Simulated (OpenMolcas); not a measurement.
# Multiconfigurational calculation on neutral ruthenium

Input:

```
&GATEWAY
Coord
1

Ru 0.0 0.0 0.0
Basis=ANO-RCC-MB
Group=XYZ
NoMove
AngMom=0.0 0.0 0.0
AMFI
&SEWARD
&RASSCF
FileOrb=start.orb
Symmetry=1
Spin=5
nActEl=6 0 0
Inactive=10 9
Ras2=5 0
CIRoot=5 5 1
SDav=5
CIMx=300
Iter=120 100
PrWF=0.3
OrbListing=Nothing
MaxOrb=0
Atom
>>> COPY $Project.JobIph JOB001
&RASSCF
FileOrb=start.orb
Symmetry=1
Spin=3
nActEl=6 0 0
Inactive=10 9
Ras2=5 0
CIRoot=45 45 1
SDav=45
CIMx=300
Iter=120 100
PrWF=0.3
OrbListing=Nothing
MaxOrb=0
Atom
>>> COPY $Project.JobIph JOB002
&RASSCF
FileOrb=start.orb
Symmetry=1
Spin=1
nActEl=6 0 0
Inactive=10 9
Ras2=5 0
CIRoot=50 50 1
SDav=50
CIMx=300
Iter=120 100
PrWF=0.3
OrbListing=Nothing
MaxOrb=0
Atom
>>> COPY $Project.JobIph JOB003
&RASSI
NrOfJobIphs=3 5 45 44
1 2 3 4 5
1 2 3 4 5 6 7 8 9 10 11 12 13 14 15 16 17 18 19 20 21 22 23 24 25 26 27
28 29 30 31 32 33 34 35 36 37 38 39 40 41 42 43 44 45
1 2 3 4 5 6 7 8 9 10 11 12 13 14 15 16 17 18 19 20 21 22 23 24 25 26 27
28 29 30 31 32 33 34 35 36 37 38 39 40 41 42 43 44
IphNames
JOB001
JOB002
JOB003
EJob
SpinOrbit
DIPRint=1.0
SOCoupling=1000.0
Subsets=2
MEES
Property=10
'ANGMOM' 1 'ANGMOM' 2 'ANGMOM' 3 'MLTPL  1' 1 'MLTPL  1' 2 'MLTPL  1' 3
'AMFI' 1 'AMFI' 2 'AMFI' 3 'MLTPL  2' 6
SOProperty=3
'ANGMOM' 1 'ANGMOM' 2 'ANGMOM' 3
```

Launched by
```bash
OMP_NUM_THREADS=1 MOLCAS_MEM=1689 MOLCAS_PROJECT=a pymolcas a.inp > a.log  # once for each step of the input, in one work folder
```

A driver script runs the steps one by one and writes start.orb anew before each from the orbitals found so far.

Output, cut to the results:

```
--- SEWARD ---
Basis set label: RU.ANO-RCC...5S4P2D.

      Electronic valence basis set:
      ------------------
      Associated Effective Charge  44.000000 au
      Associated Actual Charge     44.000000 au
      Nuclear Model: Point charge

      Shell  nPrim  nBasis  Cartesian Spherical Contaminant
         s      21       5        X
         p      18       4        X
         d      13       2                 X
                  Relativistic Douglas-Kroll-Hess integrals:
                    - DKH order of Hamiltonian: 2
                    - DKH order of Properties : 0
                  Atomic mean-field integrals
--- RASSCF ---
Wave function specifications:
      -----------------------------

      Number of closed shell electrons          38
      Number of electrons in active shells       6
      Max number of holes in RAS1 space          0
      Max nr of electrons in RAS3 space          0
      Number of inactive orbitals               19
      Number of active orbitals                  5
      Number of secondary orbitals               3
      Spin quantum number                      2.0
      State symmetry                             1
Orbital specifications:
      -----------------------

      Symmetry species                           1   2
                                                ag  au
      Frozen orbitals                            0   0
      Inactive orbitals                         10   9
      Active orbitals                            5   0
      RAS1 orbitals                              0   0
      RAS2 orbitals                              5   0
      RAS3 orbitals                              0   0
      Secondary orbitals                         0   3
      Deleted orbitals                           0   0
      Number of basis functions                 15  12
      Number of CSFs                             5
      Number of root(s) required                 5
      Iter CI   SX   CI       RASSCF       Energy    max ROT     max BLB   max BLB  Level Ln srch  Step   QN
          iter iter root      energy       change     param      element    value   shift minimum  type update
 Nr of preliminary CI iterations:   1
      Total energies have been shifted. Add                -4000.00 au
        1   1    3    0  -527.29567472    0.00E+00  -7.24E-03    8  11 2  3.60E-02*  0.00   0.00    SX    NO
        2   1    3    0  -527.29655753   -8.83E-04* -5.25E-04    8  11 2  2.60E-03*  0.00   0.00    SX    NO
        3   1    3    0  -527.29656220   -4.67E-06*  4.33E-05    8  11 2  2.15E-04*  0.00   0.00    SX    NO
        4   1    2    0  -527.29656223   -3.24E-08*  3.61E-06    9  12 2  1.79E-05   0.00   0.00    SX    NO
        5   1    2    0  -527.29656223   -2.30E-10  -3.29E-07    7  10 2  1.50E-06   0.00   1.09    QN   YES
      Convergence after  5 iterations
        6   1    2    0  -527.29656223   -3.64E-12  -3.29E-07    6  12 2  3.71E-10   0.00   1.09    QN   YES
      Natural orbitals and occupation numbers for root  1
      sym 1:   1.000000   1.000000   1.000000   1.000000   2.000000
      Natural orbitals and occupation numbers for root  2
      sym 1:   1.000000   1.000000   1.000000   2.000000   1.000000
      Natural orbitals and occupation numbers for root  3
      sym 1:   2.000000   1.000000   1.000000   1.000000   1.000000
::    RASSCF root number  1 Total energy:  -4527.29656223
::    RASSCF root number  2 Total energy:  -4527.29656223
::    RASSCF root number  3 Total energy:  -4527.29656223
::    RASSCF root number  4 Total energy:  -4527.29656223
::    RASSCF root number  5 Total energy:  -4527.29656223
--- RASSCF ---
Wave function specifications:
      -----------------------------

      Number of closed shell electrons          38
      Number of electrons in active shells       6
      Max number of holes in RAS1 space          0
      Max nr of electrons in RAS3 space          0
      Number of inactive orbitals               19
      Number of active orbitals                  5
      Number of secondary orbitals               3
      Spin quantum number                      1.0
      State symmetry                             1
Orbital specifications:
      -----------------------

      Symmetry species                           1   2
                                                ag  au
      Frozen orbitals                            0   0
      Inactive orbitals                         10   9
      Active orbitals                            5   0
...
--- RASSI ---
SPIN-FREE ENERGIES:
  (Shifted by EMIN (a.u.) =      -4527.2965622282)

 SF State       Relative EMIN(au)   Rel lowest level(eV)    D:o, cm**(-1)      L_eff

     1             0.0000000000        0.0000000000              0.0000         2.0
     2             0.0000000000        0.0000000000              0.0000         2.0
     3             0.0000000000        0.0000000000              0.0000         2.0
     4             0.0000000000        0.0000000000              0.0000         2.0
     5             0.0000000000        0.0000000000              0.0000         2.0
     6             0.0714145267        1.9432882698          15673.6769         5.0
     7             0.0714145267        1.9432882698          15673.6769         5.0
     8             0.0714145267        1.9432882698          15673.6769         5.0
     9             0.0714145267        1.9432882698          15673.6769         5.0
    10             0.0714145267        1.9432882698          15673.6769         5.0
    11             0.0714145267        1.9432882698          15673.6769         5.0
    12             0.0714145267        1.9432882698          15673.6769         5.0
    13             0.0714145267        1.9432882698          15673.6769         5.0
    14             0.0714145267        1.9432882698          15673.6769         5.0
    15             0.0714145267        1.9432882698          15673.6769         5.0
    16             0.0714145267        1.9432882698          15673.6769         5.0
    17             0.0802027535        2.1824281025          17602.4698         1.0
    18             0.0802027535        2.1824281025          17602.4698         1.0
    19             0.0802027535        2.1824281025          17602.4698         1.0
    20             0.0821240780        2.2347100076          18024.1518         3.0
    21             0.0821240780        2.2347100076          18024.1518         3.0
...
```

Levels above the lowest, from the spin-orbit matrix, grouped by J:

```tsv
Configuration	Term	J	E (cm⁻¹)	g	Term weight %	Second
4d⁶ 5s²	⁵D	4	0.0	1.499	99	
4d⁶ 5s²	⁵D	3	1037	1.500	100	
4d⁶ 5s²	⁵D	2	1683	1.500	99	
4d⁶ 5s²	⁵D	1	2095	1.500	99	
4d⁶ 5s²	⁵D	0	2294		99	
4d⁶ 5s²	³H	6	16173	1.164	98	
4d⁶ 5s²	³H	5	16550	1.048	91	9 ³G
4d⁶ 5s²	³H	4	16591	0.880	75	10 ³G
4d⁶ 5s²	³P(1)	2	17249	1.494	97	
4d⁶ 5s²	³F(1)	4	18426	1.149	72	19 ³H
4d⁶ 5s²	³F(1)	3	18847	1.036	85	15 ³G
4d⁶ 5s²	³F(1)	2	19341	0.672	98	
4d⁶ 5s²	³P(1)	1	20254	1.485	97	
4d⁶ 5s²	³G	5	20576	1.186	91	9 ³H
4d⁶ 5s²	³P(1)	0	21022		91	8 ¹S
4d⁶ 5s²	³G	4	21594	1.068	82	13 ³F(1)
4d⁶ 5s²	³G	3	21878	0.801	85	15 ³F(1)
4d⁶ 5s²	¹I	6	24812	1.003	98	
4d⁶ 5s²	³D	2	26129	1.166	94	3 ¹D
4d⁶ 5s²	³D	1	26209	0.517	98	
4d⁶ 5s²	³D	3	26423	1.330	98	
4d⁶ 5s²	¹G(1)	4	26676	1.006	93	4 ³F(1)
4d⁶ 5s²	¹S	0	30753		91	8 ³P(1)
4d⁶ 5s²	¹D	2	32288	1.006	94	3 ³D
```

Some high roots are left out of the spin-orbit mixing, which shifts the levels that they would mix with. Without dynamic correlation excited terms often stand tens of per cent too high (terms of higher spin than the ground term too low), and those without a measured partner can miss by more than the paired ones. The free ion's ground configuration, as NIST lists it, lies outside this active space, so the lowest level here need not be the ground level. With the s shell closed, the reference lacks s² → p², s² → d² and s → d mixing, so excited terms can stand far too high and out of order, with CASPT2 too. Only configurations of the active space appear. The first state left out of the spin-orbit step lies near 64000 cm-1 above the lowest spin-free state of the reference (among the parities and spins computed), and the list stops at four fifths of that energy or lower. The table shows the lowest 24 of 32 levels.

The term weight is that of the spin-free term in the level, not the purity of its configuration. A number in round brackets counts repeated terms of one configuration in the order of the reference energies.
